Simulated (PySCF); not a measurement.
The PySCF input:
```python
from pyscf import gto, scf, mp

mol = gto.M(
    atom='''
F     3.10538683   -0.15570078    0.75649985
C     2.24939570   -0.20655012   -0.24534040
F     2.85028604   -0.39580561   -1.40387445
C     0.90895577   -0.08245911   -0.10117512
C    -0.29917515    0.03723748    0.02952940
C    -1.73824160    0.16156893    0.18955514
F    -2.06602999    0.47872386    1.44778435
F    -2.25393557    1.11115275   -0.60603344
F    -2.38299715   -0.97823499   -0.10942234
''',
    basis='pcseg-0',
    spin=1,
    verbose=4,
)

mf = scf.UHF(mol)
mf.kernel()

pt = mp.MP2(mf, frozen=9)
pt.kernel()
print('E(MP2) = %.10f' % pt.e_tot)
mf.analyze()
```

What number of basis functions does MP2/pcseg-0 in PySCF give?

81

What MP2 correlation energy does MP2/pcseg-0 give?

-0.9263 Eh

What is the computed SCF-reference dipole moment (MP2/pcseg-0)?

0.81 D

These values belong to the state on which the SCF converged, which isn't shown to be the lowest.
